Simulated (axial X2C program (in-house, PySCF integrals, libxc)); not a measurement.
**Outer orbitals of ScBr at 2.471 Å, PBE0**

Computed with an in-house relativistic program for diatomic molecules. Spin-free means the one-electron spin-free X2C Hamiltonian; two-component (2c) means X2C with spin–orbit coupling and atomic mean-field two-electron Coulomb and Gaunt terms, so the difference of the two also holds small scalar two-electron terms. Basis: Br dyall-cv3z [8s9p6d4f1g], Sc dyall-cv3z [10s11p7d5f2g] (cores contracted in-house); Gaussian nuclei, density fitting, unrestricted open shells. Masses: Br 78.918 u, Sc 44.956 u.

The distance is close to the 2c PBE0 minimum; the highest filled and lowest empty levels are listed.

Spin-free orbitals, state M_S = 1, Λ = 2 (beyond evenly filled blocks: σα, δ+α) (Löwdin shares):

```csv
symmetry,occupied,ε (eV),atomic character
π-β,yes,-34.60,100% Sc p
π+β,yes,-34.60,100% Sc p
σβ,yes,-20.87,"76% Br s, 8% Sc d, 8% Sc p"
σα,yes,-20.86,"76% Br s, 8% Sc d, 8% Sc p"
σα,yes,-8.74,"78% Br p, 8% Sc d, 7% Sc s"
σβ,yes,-8.66,"79% Br p, 8% Sc d, 6% Sc s"
π+α,yes,-7.89,"80% Br p, 9% Sc d, 4% Sc f"
π+β,yes,-7.89,"81% Br p, 8% Sc d, 4% Sc f"
π-β,yes,-7.89,"81% Br p, 8% Sc d, 4% Sc f"
π-α,yes,-7.88,"80% Br p, 9% Sc d, 4% Sc f"
σα,yes,-4.91,"72% Sc s, 13% Sc d, 12% Sc p"
δ+α,yes,-4.73,100% Sc d
σβ,no,-2.11,"80% Sc s, 13% Sc p, 4% Sc d"
σα,no,-1.79,"60% Sc d, 33% Sc p, 4% Br p"
π+α,no,-1.72,"60% Sc d, 38% Sc p"
π-α,no,-1.62,"58% Sc d, 40% Sc p"
```

Spinors with spin–orbit coupling (state Ω = 1):

| ω | occupied | ε (eV) | atomic character | λ mixture |
| --- | --- | --- | --- | --- |
| -1/2 | yes | -34.69 | 100% Sc p | 97% π, 3% σ |
| 3/2 | yes | -34.41 | 100% Sc p | 100% π |
| 1/2 | yes | -20.87 | 76% Br s, 8% Sc d, 8% Sc p | 100% σ |
| -1/2 | yes | -20.87 | 76% Br s, 8% Sc d, 8% Sc p | 100% σ |
| -1/2 | yes | -8.79 | 79% Br p, 8% Sc d, 6% Sc s | 93% σ, 7% π |
| 1/2 | yes | -8.72 | 80% Br p, 8% Sc d, 5% Sc s | 92% σ, 8% π |
| -1/2 | yes | -7.98 | 81% Br p, 8% Sc d, 4% Sc f | 93% π, 7% σ |
| 1/2 | yes | -7.98 | 80% Br p, 9% Sc d, 4% Sc p | 92% π, 8% σ |
| 3/2 | yes | -7.74 | 81% Br p, 9% Sc d, 4% Sc f | 100% π |
| -3/2 | yes | -7.73 | 80% Br p, 10% Sc d, 4% Sc f | 100% π |
| -1/2 | yes | -4.90 | 72% Sc s, 13% Sc d, 12% Sc p | 100% σ |
| 3/2 | yes | -4.74 | 100% Sc d | 100% δ |
| 1/2 | no | -2.11 | 80% Sc s, 13% Sc p, 4% Sc d | 100% σ |
| -1/2 | no | -1.79 | 60% Sc d, 33% Sc p, 4% Br p | 100% σ |
| 1/2 | no | -1.72 | 60% Sc d, 38% Sc p | 100% π |
| -3/2 | no | -1.62 | 58% Sc d, 40% Sc p | 100% π |

Mulliken charges and populations of the two-component result (they depend on the basis, above all on diffuse functions):

Br -0.29 e (s 7.95 p 17.33 d 10.01), Sc 0.29 e (s 6.92 p 12.24 d 1.48 f 0.05 g 0.01). ⟨Lz⟩ = 2.00 ħ and ⟨Sz⟩ = -1.00 ħ (0.01 and -1.01 on the two atoms), which add up to Ω.

Occupations by symmetry block were frozen at the best pattern of an incomplete PBE0 search. Density functionals use the spin component along the axis (collinear). Other states lie close and PBE0, whose exact exchange favours high spin, may order them wrongly; the determinant shown need not be the ground state. The nearest other spin-free determinant of the search, M_S = 1, Λ = 1, lies 0.21 eV up at the distance of the search. The functionals have no current-density term, which raises determinants with orbital currents, atoms included. With several unpaired electrons one determinant need not be a pure state.
